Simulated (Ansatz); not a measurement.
`[CH3][Ta](=[O])([Cl])[Cl]`, charge 0, multiplicity 1.

(1) Give a relaxed structure at PBE0-D4/def2-TZVP (Ansatz). (Estimate.)

## Answers

(1) The calculation gave: 
```xyz
8

C    -0.0278    1.0325   -0.4964
Ta    0.0738   -0.8938    0.4112
O     1.6671   -1.3867    0.0583
Cl   -0.1790   -0.6197    2.6750
Cl   -1.4252   -2.2584   -0.6635
H    -1.0151    1.4821   -0.3486
H     0.7337    1.6910   -0.0661
H     0.1724    0.9529   -1.5699
```
Point group Cs.
